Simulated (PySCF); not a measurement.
## MoO₂(OH) + NH₃ → MoON + 2 H₂O

Level: PBE0 in the def2-TZVP basis family, computed in PySCF with density fitting; scalar-relativistic core potentials for atoms from Rb on, none lighter, no spin–orbit coupling; open shells unrestricted.

```json
{"species": "MoO₂(OH)", "state and structure": "doublet, C1, Mo–O 1.680 Å (×2), Mo–O 1.871 Å, O–H 0.959 Å; H–O–Mo 131.4°, O–Mo–O 112.1°, O–Mo–O 116.6°, O–Mo–O 119.7°", "E (Eh)": "-294.42278", "ZPE (kJ/mol)": "49.9", "H(298 K) − H(0) (kJ/mol)": "15.9", "S° (J/(mol K))": "316.2"}
{"species": "NH₃", "state and structure": "singlet, C3v, N–H 1.013 Å (×3); H–N–H 107.1° (×3)", "E (Eh)": "-56.51312", "ZPE (kJ/mol)": "90.6", "H(298 K) − H(0) (kJ/mol)": "10.0", "S° (J/(mol K))": "192.4"}
{"species": "MoON", "state and structure": "doublet, Cs, Mo–N 1.638 Å, Mo–O 1.692 Å; N–Mo–O 103.9°", "E (Eh)": "-198.03271", "ZPE (kJ/mol)": "15.0", "H(298 K) − H(0) (kJ/mol)": "10.8", "S° (J/(mol K))": "275.6"}
{"species": "H₂O", "state and structure": "singlet, C2v, O–H 0.960 Å (×2); H–O–H 105.1°", "E (Eh)": "-76.37736", "ZPE (kJ/mol)": "56.5", "H(298 K) − H(0) (kJ/mol)": "9.9", "S° (J/(mol K))": "188.7"}
```

**Question.** What is the electronic reaction energy?

**Answer.** At PBE0/def2-TZVP, ΔE = 389.8 kJ/mol from the differences of the total energies times 2625.5, uphill. 

**Question.** Add zero-point, thermal and entropy terms for 298.15 K and 1 bar.

**Answer.** ΔZPE = -12.5 and Δ[H(298) − H(0)] = 4.7 kJ/mol give ΔH° = 382.0 kJ/mol. ΔS° = 144.4 J/(mol K), so ΔG° = 382.0 − 298.15 × (0.1444) = 339 kJ/mol. ΔG° would change sign near 2650 K if ΔH° and ΔS° stayed fixed.

Open d or f shells are single determinants, so the state found may not be the ground state. Only the bonding shown was studied: isomers, or loss of a ligand pair, can lie lower.
